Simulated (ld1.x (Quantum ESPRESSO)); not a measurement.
**LDA (PZ) ultrasoft dataset for iridium, scalar-relativistic all-electron reference.**

| Quantity | Value |
| --- | --- |
| Element | iridium (Ir) |
| Generator | ld1.x (Quantum ESPRESSO) 7.5 |
| Type | ultrasoft |
| Functional | LDA (PZ) |
| Relativity | scalar-relativistic |
| Frozen core | [Kr] 4d10 4f14 5s2 |
| Valence charge | 15 |
| Reference configuration | 5p6 5d7 6s1 6p0 (charge +1) |
| Partial waves | 6s (bound): rcut 1.85, rcutus 2.35 bohr; 6s channel at 0.3 Ry: rcut 1.85, rcutus 2.35 bohr; 5p (bound): rcut 1.45, rcutus 1.85 bohr; 6p (bound, empty): rcut 1.45, rcutus 1.85 bohr; 5d (bound): rcut 1.85, rcutus 2.40 bohr; 5d channel at 3.65 Ry: rcut 1.85, rcutus 2.40 bohr |
| Local potential | all-electron potential smoothed inside 2.30 bohr (lloc = -1) |
| Core correction | a·sin(br)/r model core inside 1.75 bohr |
| Augmentation charge | built from norm-conserving waves at rcut, not smoothed further |

Poles of the logarithmic derivatives, all-electron (AE) and pseudo (PS). s: poles at 1.2 (AE) and 1.2, 1.9 (PS) Ry. p: poles at -4.6, 2.9 (AE) and -4.6 (PS) Ry. d: poles at -0.7 (AE) and -0.6 (PS) Ry. Test radius 2.59 bohr.

- Configuration tests: 2 of 9 tests not solved or not reliable; not counted: 5p6 5d7 6s1 6p1 (solver errors, printed error -2.5 eV)
- Lowest eigenvalue of the overlap operator: 0.14 (p channel)

A Bessel basis up to 400 Ry misses an occupied level by 0.73 Ry, so cutoffs and ghosts were not judged.
